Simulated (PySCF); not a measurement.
Species: C4H9ClSi2.
Geometry (GFN2-xTB, Å), atoms numbered from 1 in this order:
```
atom  x, y, z in Å
Si1    2.2298   -0.5363   -0.2304
C2     0.4336   -0.0185   -0.5647
C3    -0.5789   -1.0686   -0.0798
C4    -1.8499   -0.3868    0.3198
Cl5   -3.2259   -1.4115    0.5615
C6    -1.8681    0.9259    0.5069
Si7   -0.1676    1.6406    0.1742
H8     2.4960   -1.8338   -0.8595
H9     2.4414   -0.6582    1.2136
H10    3.1288    0.4725   -0.7913
H11    0.3185    0.0713   -1.6493
H12   -0.7729   -1.8217   -0.8471
H13   -0.1965   -1.6034    0.7960
H14   -2.7544    1.4486    0.8211
H15    0.5248    2.0420    1.4033
H16   -0.1662    2.7468   -0.7857
```

Level of theory: TDDFT PBE0/def2-SVPD, vertical, gas phase, core orbitals frozen in the response in PySCF.

Transition dipole moments from the ground state, in atomic units and in the frame of the coordinates above (overall signs are arbitrary), for the states with f of 0.002 or more among the lowest 8:

| state | E (eV) | μx | μy | μz |
| --- | --- | --- | --- | --- |
| S1 | 6.224 | -0.455 | -0.929 | 0.009 |
| S3 | 6.462 | -0.161 | -0.515 | -0.032 |
| S4 | 6.700 | 0.151 | 0.234 | 0.058 |
| S5 | 7.008 | 0.030 | -0.129 | 0.008 |
| S6 | 7.032 | 0.057 | 0.130 | -0.079 |
| S7 | 7.290 | -0.207 | 0.349 | 0.046 |
| S8 | 7.353 | -0.173 | 0.054 | -0.035 |

Problem. Work out the oscillator strengths.

Solution. f = (2/3) ΔE |μ|² with ΔE in hartree (27.2114 eV).

```json
{"state": "S1", "|μ|² (au)": "1.070", "|μ| (D)": "2.63", "f": "0.163"}
{"state": "S3", "|μ|² (au)": "0.292", "|μ| (D)": "1.37", "f": "0.046"}
{"state": "S4", "|μ|² (au)": "0.081", "|μ| (D)": "0.72", "f": "0.013"}
{"state": "S5", "|μ|² (au)": "0.017", "|μ| (D)": "0.34", "f": "0.003"}
{"state": "S6", "|μ|² (au)": "0.027", "|μ| (D)": "0.41", "f": "0.005"}
{"state": "S7", "|μ|² (au)": "0.166", "|μ| (D)": "1.04", "f": "0.030"}
{"state": "S8", "|μ|² (au)": "0.034", "|μ| (D)": "0.47", "f": "0.006"}
```

Problem. What angle do the transition dipoles of S1 and S4 make?

Solution. |cos θ| = |μa·μb| / (|μa| |μb|) = 0.97, so θ ≈ 14° (taken between 0 and 90°, since the signs are arbitrary).

Problem. How is the summed strength of these states shared among x, y and z?

Solution. (2/3) Σ ΔE μα² gives 0.053 for x, 0.210 for y and 0.002 for z, 0.266 in all.

Problem. What peak molar absorption coefficient would the strongest computed level give as a lone Gaussian band 0.3 eV wide at half height?

Solution. ε(max) = 2.175×10⁸ f / FWHM, with the width in cm⁻¹. S1: 2.175×10⁸ × 0.1631 / 2420 ≈ 15000 L mol⁻¹ cm⁻¹.

One conformer stands for the species.
